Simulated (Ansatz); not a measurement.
Steps of a relaxation of C2H5ClOSi (`O[SiH2]/C=C/Cl`) with RKS PBE0-D4/def2-TZVP.

```sh
$ ansatz run in.yaml --threads 4 --pin off --events-out ev --progress --plain --max-ram 10444MiB
```

```yaml
crystal:
  periodic: [false, false, false]
  atoms:
    - {symbol: O, position_ang: [-1.694736, 0.277531, 0.927567]}
    - {symbol: Si, position_ang: [-0.137853, -0.308934, 1.211450]}
    - {symbol: C, position_ang: [0.879095, -0.213045, -0.361188]}
    - {symbol: C, position_ang: [0.277837, 0.097852, -1.525133]}
    - {symbol: Cl, position_ang: [1.096249, 0.226945, -3.055164]}
    - {symbol: H, position_ang: [-1.748915, 1.242872, 0.816427]}
    - {symbol: H, position_ang: [0.571722, 0.462936, 2.298067]}
    - {symbol: H, position_ang: [-0.323124, -1.729055, 1.656932]}
    - {symbol: H, position_ang: [1.966669, -0.408319, -0.359997]}
    - {symbol: H, position_ang: [-0.803843, 0.300117, -1.605961]}
basis:
  gaussian: {orbitals: def2-TZVP}
hamiltonian: {xc: pbe0, dispersion: d4}
relax: {f_tol: 0.005, max_steps: 150}
```

Positions (Å) and forces (eV/Å) along the path, 13 of 17 steps:

```xyz
10
step=1 energy=-24593.6741 eV
O    -1.695    0.278    0.928    0.960    0.375    0.118
Si   -0.138   -0.309    1.211   -0.602    0.175   -0.142
C     0.879   -0.213   -0.361   -0.162    0.159   -0.804
C     0.278    0.098   -1.525    0.074   -0.111    0.666
Cl    1.096    0.227   -3.055   -0.200   -0.046    0.438
H    -1.749    1.243    0.816    0.014   -0.691    0.097
H     0.572    0.463    2.298   -0.200   -0.151   -0.278
H    -0.323   -1.729    1.657    0.042    0.311   -0.106
H     1.967   -0.408   -0.360   -0.580    0.107    0.006
H    -0.804    0.300   -1.606    0.656   -0.130    0.004
10
step=2 energy=-24593.7302 eV
O    -1.681    0.285    0.936    0.610    0.020    0.074
Si   -0.141   -0.310    1.199   -0.466    0.174   -0.128
C     0.868   -0.209   -0.366   -0.033    0.047   -0.130
C     0.279    0.097   -1.518    0.000   -0.116    0.051
Cl    1.108    0.222   -3.033   -0.094    0.003    0.185
H    -1.735    1.243    0.853   -0.045   -0.204    0.024
H     0.559    0.462    2.268   -0.032   -0.044   -0.057
H    -0.326   -1.718    1.636    0.023    0.068   -0.024
H     1.944   -0.392   -0.359   -0.159    0.031    0.018
H    -0.792    0.270   -1.614    0.195    0.021   -0.012
10
step=3 energy=-24593.7303 eV
O    -1.669    0.276    0.938    0.122   -0.009    0.012
Si   -0.144   -0.303    1.192   -0.109   -0.037   -0.048
C     0.857   -0.215   -0.369   -0.017   -0.135    0.115
C     0.272    0.057   -1.523    0.010    0.483   -0.081
Cl    1.116    0.225   -3.019   -0.023   -0.100   -0.016
H    -1.738    1.229    0.870   -0.093    0.063   -0.003
H     0.554    0.470    2.252    0.045    0.030    0.034
H    -0.316   -1.705    1.632    0.012   -0.054    0.030
H     1.928   -0.391   -0.354    0.077   -0.045    0.002
H    -0.778    0.308   -1.617   -0.025   -0.195   -0.045
10
step=5 energy=-24593.7439 eV
O    -1.665    0.279    0.938   -0.016   -0.063   -0.005
Si   -0.143   -0.299    1.189   -0.017    0.006   -0.004
C     0.858   -0.217   -0.373    0.004   -0.010    0.026
C     0.286    0.092   -1.526   -0.027    0.037   -0.006
Cl    1.127    0.209   -3.026    0.008   -0.008   -0.022
H    -1.788    1.227    0.906    0.011    0.058    0.006
H     0.564    0.474    2.248    0.010    0.011    0.001
H    -0.311   -1.701    1.636    0.009   -0.017    0.002
H     1.927   -0.419   -0.358    0.012   -0.007    0.008
H    -0.772    0.304   -1.631    0.005   -0.008   -0.007
10
step=7 energy=-24593.7442 eV
O    -1.670    0.277    0.942   -0.006    0.006   -0.007
Si   -0.145   -0.299    1.189    0.003    0.001    0.001
C     0.856   -0.215   -0.373   -0.010    0.002   -0.006
C     0.287    0.096   -1.528    0.001   -0.006    0.003
Cl    1.131    0.202   -3.028    0.001    0.001    0.002
H    -1.787    1.227    0.914    0.005   -0.008    0.005
H     0.563    0.477    2.245   -0.001    0.002    0.000
H    -0.305   -1.703    1.634    0.002    0.000    0.002
H     1.924   -0.420   -0.355    0.001   -0.002    0.000
H    -0.771    0.307   -1.637    0.004    0.003    0.000
10
step=8 energy=-24593.7443 eV
O    -1.671    0.276    0.943   -0.010    0.009   -0.007
Si   -0.146   -0.298    1.189    0.012    0.001    0.003
C     0.855   -0.215   -0.373   -0.003   -0.001   -0.007
C     0.287    0.097   -1.530    0.008   -0.007    0.007
Cl    1.134    0.200   -3.028    0.000    0.002    0.001
H    -1.789    1.226    0.920    0.003   -0.011    0.005
H     0.562    0.480    2.243   -0.003   -0.001   -0.002
H    -0.302   -1.703    1.635   -0.001    0.004    0.000
H     1.922   -0.424   -0.354   -0.003    0.000   -0.002
H    -0.769    0.311   -1.641   -0.003    0.004    0.001
10
step=10 energy=-24593.5733 eV rejected
O    -1.703    0.266    0.915    1.203   -0.855    0.164
Si   -0.131   -0.288    1.192   -1.295    0.052   -0.464
C     0.861   -0.245   -0.362   -0.197   -0.008    1.121
C     0.323    0.079   -1.492   -2.547    0.976   -2.374
Cl    1.145    0.203   -3.022    0.048   -0.086    0.344
H    -1.790    1.208    0.962   -0.171    0.694    0.000
H     0.549    0.485    2.225    0.216    0.362    0.365
H    -0.301   -1.667    1.642    0.000   -0.383    0.154
H     1.893   -0.424   -0.415    1.535   -0.416    0.367
H    -0.764    0.332   -1.642    1.209   -0.337    0.324
10
step=11 energy=-24593.7445 eV
O    -1.673    0.270    0.933    0.000   -0.007   -0.003
Si   -0.146   -0.297    1.186    0.001    0.001   -0.003
C     0.855   -0.222   -0.376   -0.004    0.001    0.002
C     0.290    0.100   -1.530    0.004    0.000   -0.006
Cl    1.137    0.200   -3.029    0.001    0.000    0.001
H    -1.799    1.219    0.938    0.000    0.005    0.002
H     0.556    0.493    2.236    0.000    0.001    0.002
H    -0.294   -1.699    1.643    0.001    0.001    0.000
H     1.920   -0.443   -0.358    0.000   -0.002   -0.001
H    -0.764    0.328   -1.640   -0.004    0.000    0.004
10
step=12 energy=-24593.7445 eV rejected
O    -1.675    0.264    0.924    0.001    0.024    0.002
Si   -0.145   -0.294    1.183   -0.003   -0.003    0.000
C     0.855   -0.227   -0.378    0.003   -0.003    0.007
C     0.295    0.107   -1.531   -0.010   -0.025   -0.015
Cl    1.141    0.196   -3.031    0.000    0.004    0.002
H    -1.812    1.211    0.958    0.003   -0.022   -0.001
H     0.548    0.508    2.230   -0.001    0.002   -0.001
H    -0.283   -1.695    1.650    0.000   -0.001    0.000
H     1.917   -0.467   -0.363   -0.001    0.010    0.002
H    -0.757    0.345   -1.639    0.007    0.015    0.005
10
step=13 energy=-24593.7444 eV rejected
O    -1.673    0.267    0.927   -0.002    0.008    0.000
Si   -0.145   -0.296    1.185    0.000   -0.004   -0.001
C     0.856   -0.226   -0.377   -0.002   -0.011    0.002
C     0.292    0.100   -1.531    0.008    0.038    0.004
Cl    1.139    0.199   -3.030   -0.003   -0.009   -0.001
H    -1.805    1.215    0.948    0.001   -0.006    0.001
H     0.551    0.501    2.234    0.000    0.002   -0.002
H    -0.289   -1.697    1.647    0.000   -0.001    0.001
H     1.919   -0.454   -0.361   -0.001   -0.001   -0.001
H    -0.760    0.339   -1.637   -0.001   -0.015   -0.003
10
step=15 energy=-24593.7445 eV
O    -1.674    0.265    0.924   -0.002    0.018    0.002
Si   -0.146   -0.295    1.184    0.000    0.002    0.000
C     0.856   -0.227   -0.378    0.001   -0.001    0.002
C     0.293    0.104   -1.531   -0.001    0.001   -0.002
Cl    1.139    0.196   -3.031   -0.001    0.001    0.001
H    -1.809    1.213    0.955    0.002   -0.018   -0.001
H     0.549    0.506    2.231   -0.001    0.000    0.000
H    -0.286   -1.696    1.649    0.001    0.000    0.000
H     1.918   -0.461   -0.362   -0.002   -0.001    0.000
H    -0.758    0.345   -1.637    0.003   -0.002   -0.001
10
step=16 energy=-24593.7445 eV
O    -1.674    0.265    0.924    0.000    0.012    0.001
Si   -0.146   -0.295    1.184    0.000    0.000    0.000
C     0.856   -0.227   -0.378   -0.001   -0.003    0.001
C     0.293    0.104   -1.531    0.000    0.002   -0.002
Cl    1.140    0.197   -3.030   -0.001   -0.001    0.000
H    -1.809    1.213    0.955    0.001   -0.012    0.000
H     0.549    0.506    2.231   -0.001    0.000    0.000
H    -0.286   -1.696    1.649    0.000    0.000    0.000
H     1.918   -0.461   -0.362   -0.001    0.002    0.000
H    -0.758    0.344   -1.638    0.002    0.000    0.000
10
step=17 energy=-24593.7445 eV
O    -1.674    0.265    0.924    0.000   -0.001    0.000
Si   -0.146   -0.295    1.184   -0.001    0.002    0.000
C     0.856   -0.228   -0.378    0.001    0.000    0.000
C     0.294    0.104   -1.531   -0.001    0.000    0.000
Cl    1.140    0.197   -3.031    0.001    0.000    0.000
H    -1.810    1.212    0.956    0.001    0.000    0.000
H     0.549    0.506    2.230    0.000    0.000    0.000
H    -0.285   -1.696    1.649    0.000    0.000    0.000
H     1.918   -0.462   -0.362    0.001    0.000    0.000
H    -0.758    0.344   -1.638    0.000    0.000    0.000
```

It took 57 s on 4 threads of an Arm Neoverse V1 on a shared host, with 0.5 GiB of host memory at the peak.
